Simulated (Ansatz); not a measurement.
`S[SiH2][GaH2]` + CH₃NH₂ → `C[NH][GaH2]` + `[SiH3]S` at 600 K and 1 bar (cleavage of the Ga–Si bond).

Isolated molecules relaxed with PBE0-D4/def2-TZVP in Ansatz; ΔE leaves out vibrations. CCSD(T)/CBS adds triple-zeta CCSD(T) − MP2 to the extrapolated MP2 energy (def2 sets, frozen cores). For Ga outer-core shells are correlated without core-valence functions, which leaves a few kJ/mol of doubt a bond. Scalar relativity is left out up to krypton. One conformer a species, not always the lowest.

```csv
species,CCSD(T)/CBS energy (Eh),H − E (kJ/mol),S (J/(mol·K))
`S[SiH2][GaH2]`,-2613.80410,160.9,434.7
CH₃NH₂,-95.75281,199.3,283.8
`C[NH][GaH2]`,-2020.30020,225.6,374.6
`[SiH3]S`,-689.27336,126.3,326.2
```

H − E and S are ideal-gas, rigid-rotor, harmonic terms from PBE0-D4/def2-TZVP, for one conformer and one mirror image of each species. 1 Eh = 2625.50 kJ/mol, R = 8.31446 J/(mol·K).

By hand: ΔE, ΔH, ΔS and ΔG.

ΔE = (-2020.30020) + (-689.27336) − (-2613.80410) − (-95.75281) = -0.01665 Eh = -43.7 kJ/mol. Δ(H − E) = 225.6 + 126.3 − 160.9 − 199.3 = -8.3, so ΔH = -52.0 kJ/mol. ΔS = 374.6 + 326.2 − 434.7 − 283.8 = -17.7 J/(mol·K). ΔG = -52.0 − 600 × (-17.7)/1000 = -41.4 kJ/mol.

By hand: the equilibrium constant, and the temperature at which ΔG would vanish if ΔH and ΔS stayed fixed.

log₁₀ K = −ΔG/(RT ln 10) = 3.6. ΔG = 0 at ΔH/ΔS = 2938 K, far beyond where these terms or the molecules hold.

ΔH outweighs TΔS. A doubt of 5 kJ/mol in ΔE shifts log₁₀ K by 0.4 here. Other conformers and mirror images would add mixing entropy, several J/(mol·K) or more a flexible species. Modes under 60 cm⁻¹, often nearly free rotors, make the harmonic entropy too high. These are equilibria of isolated gas molecules and say nothing of rates. Largest T1 diagnostic: 0.015 (customary marks: 0.02 for closed shells, 0.045 for open ones).
